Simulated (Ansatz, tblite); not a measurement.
Cost and result up the ladder for Zn8H26S8 (42 atoms). Charge 0, multiplicity 1. Geometry: PBE-D4/def2-SVP, loosely relaxed.

Cartesian coordinates in Å:
```
S -0.105 -1.421 -3.588
Zn -2.412 -1.606 -4.221
S -3.470 -2.935 -2.479
S 2.701 0.134 -1.921
Zn -0.111 -2.659 -1.514
S -1.420 -0.926 -0.482
Zn -3.264 0.844 0.461
S 0.524 2.329 -0.304
Zn 2.212 -1.624 -0.315
S 1.332 -0.665 1.684
Zn -1.190 -1.183 1.982
S -1.701 1.153 2.374
Zn -1.729 3.131 0.100
Zn 3.744 -1.222 1.820
S 2.490 1.861 3.474
Zn -0.158 3.091 3.789
H 0.421 -2.278 -4.509
H 1.680 -0.226 -2.789
H -3.049 0.364 -3.440
H -3.015 -1.359 -5.637
H -3.708 -3.995 -3.306
H -2.165 -3.501 -1.981
H 4.402 0.704 0.577
H 1.913 1.145 -1.301
H -1.065 -3.976 -1.574
H -0.551 0.131 -0.570
H -4.637 0.136 0.660
H 1.034 3.021 0.776
H -2.736 0.149 -2.759
H 3.799 -1.984 0.280
H 1.484 -2.947 -0.988
H 1.185 0.559 1.025
H -1.501 -2.512 2.732
H -0.671 1.480 1.507
H -2.654 1.928 -0.682
H -2.105 4.557 0.591
H 4.095 1.037 1.210
H 4.621 -1.195 3.096
H 3.037 2.912 4.156
H 3.001 0.946 4.351
H -0.592 2.832 5.272
H 0.331 3.771 2.441
```

Ansatz on 2 threads of AMD EPYC 7R13 on a shared host and a share (18 GiB) of an NVIDIA H100 80GB HBM3; xTB runs through tblite on one thread. Times are rough, summed over both states, and most runs start from the orbitals of an earlier one. r2SCAN0-D4/def2-SVP serves as the yardstick here, not as an exact answer. The other state is a doublet.

The xTB rows come from tblite. Single mean-field runs in def2-SVP are fitted with def2-universal-jkfit. In the singlet geometry the species has come apart into loosely held pieces. In the singlet, H23 and H37 lie 0.78 Å apart, H19 and H29 lie 0.78 Å apart, H22 and H25 lie 1.27 Å apart (atoms count from 1), so H2 has formed as a molecule. In the doublet geometry the species has come apart into loosely held pieces.

Run but left out: PBE-D4/def2-SVP (charge +1 doublet: an occupied level 0.08 eV above an empty one).

Raw xTB energies of ions are shifted by several eV.

| level | functions | wall time | vertical IE (eV) | difference from r2SCAN0-D4/def2-SVP (eV) | remarks |
| --- | --- | --- | --- | --- | --- |
| GFN2-xTB | 130 | 0.29 s | 12.38 | 3.91 | loose geometry (+1 doublet), loose geometry (singlet) |
| GFN1-xTB | 156 | 0.35 s | 11.58 | 3.11 | loose geometry (+1 doublet), loose geometry (singlet) |
| PBE0-D4/def2-SVP | 522 | 29 s | 8.34 | -0.14 | loose geometry (+1 doublet), loose geometry (singlet) |
| r2SCAN0-D4/def2-SVP | 522 | 39 s | 8.47 | 0.00 | loose geometry (+1 doublet), loose geometry (singlet) |
